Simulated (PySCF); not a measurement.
**Unknowns**

No solvent, one conformer, one averaged value for each set of equivalent atoms, no relativistic terms. σ from GIAO-PBE0/pcSseg-1; GFN2-xTB structure; PySCF.

Scale: TMS for 1H and 13C (reference shieldings calculated alike). Splittings of carbon signals by F and P are missing where no couplings were computed. Where no couplings were computed, multiplicities follow the n + 1 count of equivalent neighbours, and m marks all less simple cases (inequivalent or close neighbours, rings, F or P nearby). Shifts are as computed. Against solution values, carbons near 30 ppm lie about +3 ppm off and those near 130 ppm about +5 ppm. Of 1211 compounds with measured shifts, 218 miss one by over three times the rms of a fit or turn the order of signals round; such compounds aren't used in these exercises.

Problem. C4H9NOSi3. 1H NMR (400 MHz, computed): δ 4.85 (m, 2H), 4.81 (m, 2H), 2.78 (s, 3H), 0.92 (m, 1H), 0.86 (m, 1H). 13C{1H} NMR (computed): δ 242.0 (C), 125.2 (C), 43.8 (CH3), -7.7 (CH2). Give a structure.

Solution. `CC(=O)[Si]1(C#N)[SiH2]C[SiH2]1`. The formula gives 4 degrees of unsaturation (1 ring in the answer). 4 carbon signals for 4 carbons: no two carbons are equivalent. Carbon types of the structure: 2 × C, 1 × CH2, 1 × CH3, leaving 4 H on heteroatoms. δC 242.0: carbonyl carbon. δC 125.2: nitrile carbon; this is the usual window of a C≡N carbon, which has no attached hydrogen. δC 43.8: methyl carbon α to a carbonyl; α to the electron-withdrawing carbonyl group. δC -7.7: sp3 CH2 bonded to 2 Si; an electropositive neighbour leaves it electron-rich and shielded.

This is the structure that produced the data.

Problem. C5H2F6. 1H NMR (400 MHz, computed): δ 5.94 (s, 2H). 13C{1H} NMR (computed): δ 222.2 (C), 130.5 (C), 102.2 (C), 91.7 (CH2). Give a structure.

Solution. `C=C=C(C(F)(F)F)C(F)(F)F`. The formula gives 2 degrees of unsaturation (no ring in the answer). 4 carbon signals for 5 carbons: some carbons are equivalent by symmetry or fast rotation. Carbon types of the structure: 4 × C, 1 × CH2, which accounts for all hydrogens. δC 222.2: central carbon of an allene; the central sp carbon of an allene is among the most deshielded carbons of hydrocarbons. δC 130.5: CF3 carbon; 3 electronegative neighbours deshield it. δC 102.2, 91.7: terminal carbon of a cumulated C=C=C unit. δH 5.94: hydrogen on a terminal carbon of a cumulated C=C=C unit; olefinic region.

The shifts were computed for this structure.

Problem. C5H9N3OSi. 1H NMR (300 MHz, computed): δ 9.38 (s, 1H), 4.43 (m, 3H), 4.34 (m, 2H), 2.63 (s, 3H). 13C{1H} NMR (computed): δ 169.4 (C), 158.0 (C), 156.7 (CH), 58.5 (CH2), 22.4 (CH3). What is it?

Solution. `Cc1ncnnc1OC[SiH3]`. The formula gives 4 degrees of unsaturation (1 ring in the answer). 5 carbon signals for 5 carbons: no two carbons are equivalent. Carbon types of the structure: 2 × C, 1 × CH, 1 × CH2, 1 × CH3, leaving 3 H on heteroatoms. δC 169.4: aromatic carbon bearing oxygen; the electronegative substituent deshields the carbon that carries it. δC 158.0: substituted aromatic carbon next to a ring nitrogen. δC 156.7: aromatic CH between two ring heteroatoms. δH 9.38: hydrogen on an aromatic CH between two ring heteroatoms; it sits in the deshielding region of the aromatic ring current.

This is the structure that produced the data.
